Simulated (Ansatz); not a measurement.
Name a neutral molecule of C, In, N, O and H with size of the dipole moment (ωB97M-V/def2-TZVPP) between 2.95 and 3.25 D and HOMO energy (PBE0/def2-TZVPP) between -8.20 and -7.90 eV (Ansatz, PBE0-D4/def2-TZVP geometry).

`C[O][InH][C]#N` (3.12 D, -7.98 eV). Other molecules can fit too; these were computed, each in one conformer that needn't be the lowest.
